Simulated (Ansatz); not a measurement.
C4H9B, SMILES `CC1CBC1`, relaxed with RKS PBE-D4/def2-SVP in Ansatz from a rough embedded geometry. The force threshold is 0.03 eV/Å; the program also tests the step.

Total charge 0; spin multiplicity 1.

Start:

```xyz
14

C    -1.433    0.278    0.660
C    -0.221   -0.487    0.332
C     0.041   -0.515   -1.149
B     1.527    0.323   -0.961
C     1.054    0.294    0.578
H    -2.382   -0.260    0.353
H    -1.531    0.408    1.802
H    -1.459    1.328    0.244
H    -0.184   -1.527    0.825
H     0.260   -1.564   -1.511
H    -0.650    0.033   -1.758
H     2.364    0.682   -1.631
H     1.731   -0.289    1.217
H     0.881    1.295    0.997
```

```json
{"step": "1", "energy (eV)": "-4958.6185", "largest force (eV/Å)": "5.012", "largest move (Å)": "0.000"}
{"step": "2", "energy (eV)": "-4959.3319", "largest force (eV/Å)": "1.643", "largest move (Å)": "0.153"}
{"step": "3", "energy (eV)": "-4959.4334", "largest force (eV/Å)": "0.209", "largest move (Å)": "0.042"}
{"step": "4", "energy (eV)": "-4959.4375", "largest force (eV/Å)": "0.068", "largest move (Å)": "0.012"}
{"step": "5", "energy (eV)": "-4959.4383", "largest force (eV/Å)": "0.045", "largest move (Å)": "0.012"}
{"step": "6", "energy (eV)": "-4959.4389", "largest force (eV/Å)": "0.019", "largest move (Å)": "0.017"}
{"step": "7", "energy (eV)": "-4959.4412", "largest force (eV/Å)": "0.163", "largest move (Å)": "0.102"}
{"step": "8", "energy (eV)": "-4959.4437", "largest force (eV/Å)": "0.133", "largest move (Å)": "0.035"}
{"step": "9", "energy (eV)": "-4959.4543", "largest force (eV/Å)": "0.245", "largest move (Å)": "0.195"}
{"step": "10", "energy (eV)": "-4959.4587", "largest force (eV/Å)": "0.406", "largest move (Å)": "0.158"}
{"step": "11", "energy (eV)": "-4959.4677", "largest force (eV/Å)": "0.279", "largest move (Å)": "0.042"}
{"step": "12 (rejected)", "energy (eV)": "-4959.4522", "largest force (eV/Å)": "0.779", "largest move (Å)": "0.200"}
{"step": "13", "energy (eV)": "-4959.4795", "largest force (eV/Å)": "0.085", "largest move (Å)": "0.098"}
{"step": "14", "energy (eV)": "-4959.4835", "largest force (eV/Å)": "0.104", "largest move (Å)": "0.098"}
{"step": "15", "energy (eV)": "-4959.4859", "largest force (eV/Å)": "0.102", "largest move (Å)": "0.102"}
{"step": "16", "energy (eV)": "-4959.4867", "largest force (eV/Å)": "0.030", "largest move (Å)": "0.011"}
{"step": "17", "energy (eV)": "-4959.4869", "largest force (eV/Å)": "0.037", "largest move (Å)": "0.024"}
{"step": "18", "energy (eV)": "-4959.4871", "largest force (eV/Å)": "0.012", "largest move (Å)": "0.019"}
```

End:

```xyz
14

C    -1.520    0.128    0.795
C    -0.184   -0.403    0.288
C     0.081   -0.395   -1.257
B     1.561    0.020   -0.885
C     1.106    0.444    0.569
H    -2.366   -0.504    0.452
H    -1.550    0.164    1.904
H    -1.699    1.160    0.421
H    -0.028   -1.433    0.674
H    -0.154   -1.295   -1.862
H    -0.451    0.466   -1.725
H     2.642   -0.118   -1.428
H     1.717    0.238    1.471
H     0.846    1.528    0.584
```

Run time 18 s (4 threads of an Arm Neoverse V2 on a shared host); peak host memory 0.16 GiB.
